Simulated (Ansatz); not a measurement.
`[NH2][AlH][CH2]C=[Se]` + H₂ → `[NH2][AlH2]` + `CC=[Se]`  (hydrogenolysis of the Al–C bond)

Program: Ansatz. Geometries: PBE0-D4/def2-TZVP. ΔE: electronic, gas phase. CCSD(T)/CBS adds triple-zeta CCSD(T) − MP2 to the extrapolated MP2 energy (def2 sets, frozen cores). This one scheme is used for every species. DFT in def2-TZVPP. HSE06 is defined as in plane-wave codes. For Se outer-core shells are correlated without core-valence functions, which leaves a few kJ/mol of doubt a bond. Scalar relativity is left out up to krypton. One conformer a species, not always the lowest.

`[NH2][AlH][CH2]C=[Se]`:

Z-matrix (Å, degrees):
```
C
Al 1 1.998
C 1 1.442 2 107.2
H 1 1.094 2 106.9 3 122.9
H 1 1.095 2 103.0 3 -119.9
N 2 1.755 1 118.6 3 14.3
H 2 1.580 1 120.0 3 -165.1
Se 3 1.774 1 127.1 2 -87.2
H 3 1.091 1 115.5 2 89.5
H 6 1.007 2 125.4 1 178.4
H 6 1.009 2 123.6 1 4.0
```

H₂:

Cartesian coordinates in Å:
```
H -0.208 -0.310 0.012
H 0.208 0.310 -0.012
```

`[NH2][AlH2]`:

```xyz
6

N    -0.003   -0.374   -0.860
Al    0.002    0.331    0.759
H     0.388   -1.272   -1.099
H    -0.397    0.063   -1.677
H     0.669   -0.504    1.928
H    -0.660    1.756    0.948
```

`CC=[Se]`:

```xyz
7

C    -0.066   -0.680   -0.055
C     0.099    0.789   -0.038
Se   -0.082    1.838    1.353
H     0.857   -1.154   -0.412
H    -0.843   -0.958   -0.778
H    -0.323   -1.076    0.926
H     0.357    1.242   -0.996
```

Task: Is it downhill or uphill in electronic energy at CCSD(T)/CBS, and by how much? (Best estimate.)

Result: Computed: Nearly level: ΔE = +2.7 kJ/mol.

Task: What do these levels give: HSE06-D4, CAM-B3LYP-D4, LC-ωPBE, RPA@PBE/def2-TZVPP, HF/def2-TZVPP, SCS-MP2/def2-QZVPP? (Best estimate.)

Result: The calculation gave: HSE06-D4 8.7, CAM-B3LYP-D4 -1.4, LC-ωPBE -6.4, RPA@PBE/def2-TZVPP -4.0, HF/def2-TZVPP -30.1, SCS-MP2/def2-QZVPP -1.4 kJ/mol.

Largest T1 diagnostic among the species: 0.017.

In def2-TZVPP, CCSD(T) changes the Hartree–Fock value by +29.0 kJ/mol (the triples alone add +6.8 kJ/mol) and MP2 by +38.6 kJ/mol. Leaving LDA and LC-ωPBE aside and taking each functional with its dispersion term where it has one, the values, not all of them listed here, spread over 22.6 kJ/mol, from B97M-V to revPBE-D4. LDA lies +10.3 kJ/mol from PBE without D4. From r2SCAN to r2SCAN0 (25 % exact exchange), in def2-TZVPP and without D4, ΔE moves by −5.9 kJ/mol.
